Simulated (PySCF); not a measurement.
A GIAO shielding run with PySCF 2.14.0 with density-fitted response routines (density fitting, non-relativistic, gas phase) on `C=CCC1=C(F)[C@H]1N([SiH3])[SiH3]`, C₆H₁₂FNSi₂:

```
$ OMP_NUM_THREADS=1 python probes_run.py task.json out

{"job": {"kind": "nmr", "xc": "PBE0", "basis": "pcSseg-1"}, "charge": 0, "multiplicity": 1}
C      3.638044    -0.444381    -0.985337
C      2.322490    -0.371724    -0.937562
C      1.558511     0.890978    -0.659969
C      0.663066     0.706556     0.495795
C      0.119867     1.083465     1.614887
F      0.010014     2.007452     2.562823
C     -0.381981    -0.213668     1.123753
N     -1.683271    -0.351878     0.540120
Si    -2.766805     1.000400     0.675441
Si    -1.861833    -1.692096    -0.552057
H      4.150263    -1.369149    -1.187809
H      4.261472     0.421268    -0.829845
H      1.707974    -1.249344    -1.090109
H      0.938688     1.126712    -1.533649
H      2.239396     1.726558    -0.481134
H     -0.048552    -1.136627     1.596723
H     -2.317963     2.129281    -0.152814
H     -4.063068     0.523751     0.211419
H     -2.797508     1.393183     2.082493
H     -1.213358    -2.842218     0.083622
H     -3.290587    -1.899584    -0.743005
H     -1.195269    -1.419550    -1.834634
```

Hardware: 1 thread of an Arm Neoverse N1, shared host. The job also computes population analyses, field gradients, ring-centre shieldings.

Task: How large is the calculation?

Result: 92 electrons, 244 basis functions and 1305 auxiliary functions.

Task: How long does it take, and how much memory does it need?

Result: 2.2 min of wall time, with 14 SCF cycles and 5 response iterations; peak memory 1.1 GiB. Times on a shared host scatter by some tens of per cent.
